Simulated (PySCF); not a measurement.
A species of formula C4H13ClSi2 has this rotational fingerprint, computed with PBE0/pcSseg-1 in PySCF (dipole) on a GFN2-xTB geometry, gas phase:

| Item | Value |
| --- | --- |
| Rotational constants | A = 1309, B = 1039, C = 666.7 MHz |
| Dipole components | \|μa\| = 1.07 D, \|μb\| = 1.10 D, \|μc\| = 0.75 D |
| Inertial defect | -114.80 u·Å² |
| κ | 0.16 |

**Question.** Which candidate fits, each taken in the one conformer that was computed?
A. `[SiH3:1][CH:2]([SiH3:3])[CH2:4][CH2:5][CH2:6][Cl:7]` with Si1–C2–C4–C5 170°, C2–C4–C5–C6 -179°, C4–C5–C6–Cl7 -67°
B. `[CH3:1][CH2:2][Si@@H:3]([CH2:4][Cl:5])[SiH2:6][CH3:7]` with C1–C2–Si3–C4 -179°, C2–Si3–C4–Cl5 70°, C2–Si3–Si6–C7 -177°
C. `[CH3:1][CH2:2][Si@H:3]([CH3:4])[SiH2:5][CH2:6][Cl:7]` with C1–C2–Si3–C4 -53°, C2–Si3–Si5–C6 -158°, Si3–Si5–C6–Cl7 -57°
D. `[CH3:1][CH2:2][Si@@H:3]([CH2:4][SiH3:5])[CH2:6][Cl:7]` with C1–C2–Si3–C4 60°, C2–Si3–C4–Si5 172°, C2–Si3–C6–Cl7 -68°

**Answer.** D. It is CC[Si@@H](C[SiH3])CCl, an asymmetric top, point group C1. The candidates at the same level (rigid rotor, commonest isotopes):

```
               SMILES  A (MHz)  B (MHz)  C (MHz)  μa (D)  μb (D)  μc (D)  Δ (u·Å²)  point group                        rotor
CC[Si@@H](C[SiH3])CCl     1309     1039    666.7    1.07    1.10    0.75   -114.80           C1               asymmetric top
 [SiH3]C([SiH3])CCCCl     2141    606.0    543.6    0.34    0.33    2.24   -140.33           C1  near-prolate asymmetric top
CC[Si@@H](CCl)[SiH2]C     1209     1147    701.5    0.77    0.46    1.43   -138.04           C1               asymmetric top
 CC[Si@H](C)[SiH2]CCl     2637    663.3    568.1    1.26    1.18    0.15    -64.01           C1  near-prolate asymmetric top
```

`[SiH3]C([SiH3])CCCCl` has A 64 % too high; `CC[Si@H](C)[SiH2]CCl` has A 102 % too high; `CC[Si@@H](CCl)[SiH2]C` has B 10 % too high. No structure here is proved a minimum.
